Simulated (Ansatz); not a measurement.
C$_{2}$H$_{6}$Cl$_{2}$Sn, singlet, at a GFN2-xTB geometry (such geometries of metal compounds can be far from the true shape) (all electrons, no relativity); R2SCAN/STO-3G run with Ansatz (a program for electronic structure).

Here is a job for Ansatz.
Ansatz 0.2 input:
```yaml
crystal:
  periodic: [false, false, false]
  atoms:
    - {symbol: C, position_ang: [1.80274258, -1.51892946, 0.13022470]}
    - {symbol: Sn, position_ang: [-0.01552912, -0.26777656, -0.05001192]}
    - {symbol: C, position_ang: [-1.95844921, -1.15908069, -0.62853208]}
    - {symbol: Cl, position_ang: [0.45401961, 1.44019862, -1.56676734]}
    - {symbol: Cl, position_ang: [-0.32257777, 0.82263295, 1.98839743]}
    - {symbol: H, position_ang: [1.64728004, -2.25891613, 0.90564891]}
    - {symbol: H, position_ang: [2.63055354, -0.87076108, 0.39427872]}
    - {symbol: H, position_ang: [1.99607754, -2.00130122, -0.82002828]}
    - {symbol: H, position_ang: [-2.68555220, -0.35840678, -0.70224067]}
    - {symbol: H, position_ang: [-2.26178223, -1.86871977, 0.13139445]}
    - {symbol: H, position_ang: [-1.85039202, -1.65314243, -1.58632442]}
basis:
  gaussian:
    orbitals: STO-3G
hamiltonian:
  xc: r2scan
accuracy: high
```

Write the output that Ansatz gives for this input, abridged.


```
Functional definition: r2SCAN
1257 factors; integrals over basis functions are off by at most 3.8e-9 eV
mean field evaluation 1: about -189250.1586 eV, gradient 1.8e1 eV
mean field evaluation 2: about -189250.6511 eV, gradient 1.7e1 eV
mean field evaluation 4: about -189252.1043 eV, gradient 4.0e-1 eV
mean field evaluation 8: about -189252.0203 eV, gradient 1.8e-3 eV
mean field evaluation 16: about -189252.0203 eV, gradient 1.1e-8 eV
mean field -189252.02032086 eV, -6954.8834671648 hartree, gradient 3.6e-8 eV, S^2 0.000000; 0 other end points of the search recorded, 0 dependent functions left out
reference -189252.02032140 eV, -6954.8834671846 hartree; 51, 51 occupied and 10, 10 virtual orbitals, 1257 factors
Total energy: -189252.02032140 eV, -6954.8834671846 hartree
```
